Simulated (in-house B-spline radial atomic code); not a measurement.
Computed with a B-spline radial atomic code. Model: two electrons, singlet ground state, non-relativistic, full CI in B-splines with partial waves to l = 8 (at full coupling up to 3e-4 hartree above the limit, correlation up to 0.6 % small), density held at that of full coupling by Lieb maximisation.

W(λ) is the mean repulsion in the state of coupling λ less the Hartree energy of the fixed density. Its start is exact exchange, its initial slope is twice the second-order Görling-Levy correlation energy, and its area from 0 to 1 is E_xc. A straight curve means weak, dynamic correlation, and a curve that drops fast and flattens means strong correlation.

Command:
```bash
python run_ac.py task.json out
```
Settings (lengths in bohr, energies in hartree):
```
potential              gauss
strength               5.04
lmax                   8
second                 6.25
```

Time taken, with all properties: 29 s on 1 thread of Intel(R) Xeon(R) Processor @ 2.30GHz, on a shared host.

**W = mean repulsion less Hartree energy, and W of three functionals.**

Given: confinement Gaussian well; well depth 5.04 hartree; well width 6.25 bohr; external potential -V exp(-r^2/w^2).

Computed: LDA exchange minus exact 72.243 millihartree; PBE exchange minus exact 21.279 millihartree.

```tsv
coupling	W xc (hartree)	W xc minus exchange (millihartree)	kinetic minus Kohn-Sham (millihartree)	LDA (PW92) W minus its exchange (millihartree)	PBE W minus its exchange (millihartree)	SCAN W minus its exchange (millihartree)
0	-0.49995	0	0	0	0	0
0.02	-0.50193	-1.987	0.02	-10.33	-3.25	-1.88
0.05	-0.50485	-4.899	0.12	-20.54	-7.77	-4.59
0.12	-0.51133	-11.382	0.67	-37.97	-17.14	-10.56
0.25	-0.52231	-22.362	2.69	-61.02	-31.78	-20.61
0.4	-0.53348	-33.533	6.3	-80.78	-45.78	-30.87
0.6	-0.54629	-46.345	12.67	-101.14	-61.27	-42.83
0.8	-0.55717	-57.219	20.25	-117.34	-74.2	-53.21
1	-0.56648	-66.537	28.62	-130.77	-85.28	-62.32
1.4	?	?	?	?	?	?
2	?	?	?	?	?	?
3	-0.61646	-116.51	119.54	-202.49	-148.13	-115.71
4.5	-0.63321	-133.26	181.26	-228.43	-171.91	-135
7	-0.64912	-149.17	270.76	-254.81	-196.45	-152.92
10	-0.66015	-160.21	363.18	-274.29	-214.76	-164.37
```

Problem. What belongs in the row 1.4?

Solution. W xc (hartree): -0.58158; W xc minus exchange (millihartree): -81.628; kinetic minus Kohn-Sham (millihartree): 46.59; LDA (PW92) W minus its exchange (millihartree): -152.14; PBE W minus its exchange (millihartree): -103.43; SCAN W minus its exchange (millihartree): -77.61.

Problem. What belongs in the row 2?

Solution. W xc (hartree): -0.59814; W xc minus exchange (millihartree): -98.195; kinetic minus Kohn-Sham (millihartree): 74.46; LDA (PW92) W minus its exchange (millihartree): -175.66; PBE W minus its exchange (millihartree): -124.02; SCAN W minus its exchange (millihartree): -95.22.

Problem. What is the SCAN exchange minus exact?

Solution. 1.358 millihartree.

**Energy parts, natural occupations and partial-wave weights.**

Computed: total energy -8.1180 hartree; exchange energy -0.49995 hartree; correlation energy -0.037922 hartree; kinetic part of the DFT correlation energy 0.028615 hartree; kinetic part over minus potential part 0.43006; Kohn-Sham kinetic 0.59343 hartree; Lieb Oxford ratio E_xc over LDA exchange 1.2576.

```tsv
natural	occupation of the shell (electrons)
s	1.9469
p	0.04863
s	?
d	0.0011454
p	0.00026802
f	0.00013088
```

Problem. What belongs in the row s?

Solution. occupation of the shell (electrons): 0.0028168.

```tsv
wave	weight
s	0.97485
p	?
d	0.00059775
f	7.2109e-05
g	1.5646e-05
```

Problem. What belongs in the row p?

Solution. weight: 0.024456.

Problem. What is the Hartree energy?

Solution. 0.99989 hartree.

Problem. What is the initial slope twice GL2?

Solution. -0.1003 hartree.

Half-way to full coupling W has made 60 % of its drop, against 50 % for a straight line, and second-order (GL2) theory, half the initial slope, overshoots the correlation energy by about 32 %: a marked bend. Over couplings 0 to 1 the errors in E_xc come to about +26 millihartree for LDA, +8.8 millihartree for PBE, +4.1 millihartree for SCAN, so SCAN is nearest. In LDA and PBE the errors of exchange and correlation have opposite signs, so the sum is smaller than the larger of the two.
